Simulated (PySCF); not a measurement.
# Dipole response of Br⁺ (bromine, charge +1)

[Ar] 3d10 4s2 4p4, high-spin 3P determinant. All numbers are calculated (PySCF 2.14, the non-relativistic Hamiltonian (point nucleus), in def2-QZVPPD). Coupled (time-dependent) response in atomic units; α is the mean over directions.

| method | mean α (bohr³) | α xx, yy, zz | C₆ (like pair) | S(−4) |
| --- | --- | --- | --- | --- |
| LC-wPBE | 12.39 | 12.14, 12.91, 12.14 | 77.10 | 31.96 |

S(−4) is the Cauchy moment in α(ω) = α(0) + S(−4) ω² + …

Spin-orbit coupling is absent.

α(iu) at LC-wPBE:

```csv
u (hartree),α(iu) (bohr³)
0,12.39
0.0500,12.32
0.100,12.08
0.200,11.25
0.300,10.12
0.500,7.749
0.750,5.427
1.00,3.897
1.50,2.248
2.00,1.473
3.00,0.8056
5.00,0.3843
```

A single London oscillator, α(iu) = α/(1 + u²/ω²), gives C₆ = (3/4) ω α². Matching the computed C₆ needs ω = 4 × 77.10 / (3 × 12.39²) = 0.670 hartree.

For an ion, C₆ is the dispersion term alone; charge-induced terms of lower order in 1/R come first.

The components differ because the open shell of this determinant is not spherical; for a pure term their mean is the scalar polarisability.
